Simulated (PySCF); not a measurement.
CH₆BNO₂.
InChI=1S/CH6BNO2/c3-1-2(4)5/h4-5H,1,3H2

Torsions of this conformer, `[NH2:1][CH2:2][B:3]([OH:4])[OH:5]`: N1–C2–B3–O4 1°, H–N1–C2–B3 -58°, H–N1–C2–B3 54°, H–O4–B3–C2 180°, H–O5–B3–C2 0°.

The closed-shell ground state was solved at several levels (PySCF, density fitting, gas phase, non-relativistic). One conformer (not necessarily the lowest) at the PBE0-D3(BJ)/def2-SVP geometry, without solvent, vibrations or thermal averaging.

```tsv
level	basis functions	HOMO (eV)	LUMO (eV)	gap (eV)	dipole (D)
B3LYP/pcJ-1	195	-6.14	0.65	6.79	1.98
PBE0/pcSseg-1	115	-6.42	1.03	7.45	1.96
PBE0/def2-SVPD	154	-6.59	-0.09	6.50	1.81
```

**Question.** What might CAM-B3LYP/pcSseg-2 (264 basis functions) give for the same quantities?

**Answer.** HOMO -8.05 eV, LUMO 0.86 eV, gap 8.91 eV, dipole 1.88 D.

**Question.** Over all these levels, which gives the widest orbital gap and which the narrowest?

**Answer.** CAM-B3LYP/pcSseg-2 (range-separated hybrid) has the widest, 8.91 eV, and PBE0/def2-SVPD (global hybrid, 25 % exact exchange) the narrowest, 6.50 eV. Functional and basis both differ between the two, so the spread mixes both effects.

**Question.** How far do the dipole and the HOMO energy spread over the levels?

**Answer.** The dipole runs from 1.81 to 1.98 D (mean 1.90 D) and the HOMO from -8.05 to -6.14 eV.
